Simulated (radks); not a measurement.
Values are calculated unless marked as measured or tabulated.
Spherical quantum dot in the effective-mass picture: electrons in a parabolic well V = omega^2 r^2 / 2 with omega = 0.915, with a point charge +1 (a donor) at the centre, all in effective atomic units (hartree* = m*/eps^2 hartree, bohr* = eps/m* bohr), one dielectric constant everywhere. Level of theory: non-relativistic Kohn-Sham, LDA (Slater exchange, Perdew-Wang correlation), spin-polarised, spherical densities (a radial shooting solver with Libxc functionals). Levels are named by radial order and angular momentum (1s, 1p, 1d, 2s, ...), and open shells are averaged over m. Results are scaled to m* = 0.33 and eps = 5.9, for which hartree* = 258 meV and bohr* = 0.9461 nm.

N = 35, configuration 1s2 1p6 1d10 2s2 1f14 2p(up 1, down 0). This is the lowest configuration that the search found. Occupied and some empty levels:

| level | occupation | eigenvalue (meV) | <r> (nm) |
|---|---|---|---|
| 1s up | 1 | 3559.0 | 1.421 |
| 1s down | 1 | 3563.9 | 1.437 |
| 1p up | 3 | 3691.3 | 2.234 |
| 1p down | 3 | 3693.5 | 2.244 |
| 2s up | 1 | 3759.1 | 2.236 |
| 2s down | 1 | 3761.6 | 2.222 |
| 1d up | 5 | 3796.4 | 2.605 |
| 1d down | 5 | 3797.8 | 2.607 |
| 1f up | 7 | 3908.1 | 2.859 |
| 1f down | 7 | 3909.3 | 2.859 |
| 2p up | 1 | 3926.2 | 2.439 |
| 2p down | 0 | 3930.0 | 2.440 |
| 1g up | 0 | 4029.0 | 3.060 |
| 1g down | 0 | 4030.3 | 3.059 |
| 3s up | 0 | 4033.6 | 2.505 |
| 3s down | 0 | 4035.9 | 2.507 |
| 2d up | 0 | 4072.3 | 2.692 |
| 2d down | 0 | 4075.1 | 2.698 |

Energy (meV): total 82220.2, kinetic 7706.1, external 26064, Hartree 52420, exchange-correlation -3969.2.

Electron density:

| r (nm) | n(r) (e/nm^3) |
|---|---|
| 0.107 | 1.040 |
| 0.375 | 0.6044 |
| 0.643 | 0.3745 |
| 0.911 | 0.2601 |
| 1.18 | 0.2128 |
| 1.45 | 0.2050 |
| 1.72 | 0.2177 |
| 1.98 | 0.2347 |
| 2.25 | 0.2413 |
| 2.52 | 0.2276 |
| 2.79 | 0.1919 |
| 3.06 | 0.1413 |
| 3.33 | 0.08957 |
| 3.59 | 0.04798 |
| 3.86 | 0.02161 |
| 4.13 | 0.008080 |
| 4.40 | 0.002528 |
| 4.67 | 0.0006541 |
| 4.93 | 0.0001417 |
| 5.20 | 0.00002549 |
